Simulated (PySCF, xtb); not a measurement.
Si(H)(SiH3) anion (H4Si2), SMILES [SiH][SiH3] (connectivity only; charge and spin as stated), charge -1, multiplicity 2.

Harmonic wavenumbers (cm⁻¹) from GFN2-xTB run with xtb at its own minimum, in rising order: 89, 360, 462, 607, 659, 878, 898, 930, 1701, 1733, 1776, 1892.

Q: What does PBE0-D3(BJ)/def2-TZVPD in PySCF 2.14.0 give at its own minimum? (Estimate from the structure and the level; the computed values follow.)

A: 187, 380, 401, 428, 690, 898, 941, 945, 1908, 2032, 2048, 2076. Paired by order, the mean absolute difference is 119 cm⁻¹ and the zero-point energies are 17.1 and 18.5 kcal/mol.
